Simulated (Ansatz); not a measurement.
Reaction (ligand exchange at the Al–S bond): `NC[S][AlH2]` + `N=C=O` → `O=C=[N][AlH2]` + `NCS`

Gas-phase electronic energies from Ansatz, PBE0-D4/def2-TZVP geometries. CCSD(T)/CBS adds triple-zeta CCSD(T) − MP2 to the extrapolated MP2 energy (def2 sets, frozen cores). This one scheme is used for every species. Functionals use def2-TZVPP. HSE06 is defined as in plane-wave codes. One conformer a species, not always the lowest.

`NC[S][AlH2]`:

Cartesian coordinates in Å:
```
N 0.270 1.585 -0.935
C 0.173 0.149 -0.966
S 1.329 -0.590 0.249
Al -0.051 -1.373 1.727
H -0.125 1.961 -0.083
H -0.218 1.995 -1.722
H 0.500 -0.203 -1.945
H -0.828 -0.260 -0.777
H 0.548 -2.132 2.977
H -1.598 -1.133 1.475
```

`N=C=O`:

```xyz
4

N    -0.446    0.011   -0.622
C     0.150   -0.250    0.396
O     0.654   -0.625    1.372
H    -0.358    0.864   -1.145
```

`O=C=[N][AlH2]`:

```xyz
6

O    -1.088    2.529   -0.899
C    -0.651    1.510   -0.536
N    -0.205    0.465   -0.165
Al    0.465   -1.079    0.383
H    -0.541   -2.140    0.968
H     2.020   -1.286    0.248
```

`NCS`:

```xyz
8

N     0.447   -0.117    1.041
C    -0.178   -0.415   -0.227
S    -1.471    0.774   -0.666
H     1.111   -0.842    1.287
H     0.947    0.762    1.000
H    -0.698   -1.372   -0.144
H     0.502   -0.488   -1.085
H    -0.659    1.698   -1.205
```

CCSD(T)/CBS gives -32.3 kJ/mol.

Another level gave -29.3 kJ/mol. Which?
A. ωB97M-V/def2-TZVPP
B. HSE06-D4/def2-TZVPP
C. CCSD/def2-TZVPP
D. r2SCANh-D4/def2-TZVPP

D. r2SCANh-D4 -29.3, ωB97M-V -33.4, HSE06-D4 -25.0, CCSD/def2-TZVPP -40.1 kJ/mol.

Largest T1 diagnostic among the species: 0.018.

At CCSD(T), def2-SVP lies −9.1 kJ/mol from the extrapolated value and def2-TZVPP −2.9 kJ/mol. From r2SCAN to r2SCAN0 (25 % exact exchange), in def2-TZVPP and without D4, ΔE moves by −4.3 kJ/mol. Leaving LDA and LC-ωPBE aside and taking each functional with its dispersion term where it has one, the values, not all of them listed here, spread over 22.9 kJ/mol, from BHLYP-D4 to PBE-D4. LDA lies +3.5 kJ/mol from PBE without D4.
